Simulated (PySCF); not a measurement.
## Dipole response of V(2+) (vanadium, charge +2)

[Ar] 3d3, high-spin 4F determinant. Computed with PySCF 2.14 in def2-TZVPPD (6s6p4d2f1g, 67 functions), with the non-relativistic Hamiltonian (point nucleus). Coupled (time-dependent) response in atomic units; α is the mean over directions.

| method | mean α (bohr³) | C₆ (like pair) | S(−4) |
| --- | --- | --- | --- |
| UHF | 3.720 | 11.16 | 8.099 |
| PBE | 4.526 | 13.32 | 17.70 |
| PBE0 | 4.221 | 12.52 | 13.46 |
| r2SCAN0 | 4.087 | 12.34 | 11.29 |

S(−4) is the Cauchy moment in α(ω) = α(0) + S(−4) ω² + …

α(iu) at PBE0:

```csv
u (hartree),α(iu) (bohr³)
0,4.221
0.0500,4.188
0.100,4.094
0.200,3.794
0.300,3.451
0.500,2.877
0.750,2.375
1.00,2.003
1.50,1.458
2.00,1.086
3.00,0.6506
5.00,0.3007
```

A single London oscillator, α(iu) = α/(1 + u²/ω²), gives C₆ = (3/4) ω α². Matching the computed C₆ needs ω = 4 × 12.52 / (3 × 4.221²) = 0.937 hartree.

For an ion, C₆ is the dispersion term alone; charge-induced terms of lower order in 1/R come first.
